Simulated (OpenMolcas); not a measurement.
Computed levels of 4d6 in ions with 42 electrons, in cm-1 above 5D4.

```yaml
Program: OpenMolcas 26.06
Method: RASSCF
Basis: ANO-R2
Scalar_Hamiltonian: X2C, finite nucleus
Spin-orbit_coupling: RASSI with atomic mean-field integrals over the reference wave functions, term energies averaged over their components
```

Active space for each ion: 12 electrons in 8 orbitals (RAS1 4p, at most 2 holes; RAS2 4d).

| Level | Rh3+ | Ag5+ |
| --- | --- | --- |
| 5D3 | 1551 | 2567 |
| 5D2 | 2434 | 3840 |
| 5D1 | 3013 | 4764 |
| 5D0 | 3288 | 5181 |
| 3P2(1) | 18927 | 22646 |
| 3H6 | 21427 | 25864 |
| 3H5 | 21736 | 26134 |
| 3F3(1) | 22564 | 27453 |
| 3H4 | 23038 | 28546 |

Estimate 5D0, 3P2(1), 3H6 for Pd4+ from its neighbours Rh3+ and Ag5+.

5D0 is fine structure, which grows about as the fourth power of a screened charge, so the fourth roots are averaged: ((3288^0.25 + 5181^0.25) / 2)^4 = 4154. The calculation gives 4239, so the estimate is off by -2.0 %.
3P2(1) is another term, which grows about linearly with the charge: (18927 + 22646) / 2 = 20786. The calculation gives 20632, so the estimate is off by +0.7 %.
3H6 is another term, which grows about linearly with the charge: (21427 + 25864) / 2 = 23646. The calculation gives 23523, so the estimate is off by +0.5 %.

Mixed levels, with the weight of the term that names them: Rh3+ 3H4 (63 %), Pd4+ 3H4 (62 %), Ag5+ 3H5 (73 %), Ag5+ 3H4 (61 %).

Without dynamic correlation excited terms often stand tens of per cent too high (terms of higher spin than the ground term too low), and those without a measured partner can miss by more than the paired ones. Active for correlation alone: 4p; no level in the range computed is led by a configuration that opens it, so any true level of that kind is missing. Only configurations of the active space appear.

A number in round brackets counts repeated terms of one configuration in the order of the reference energies.
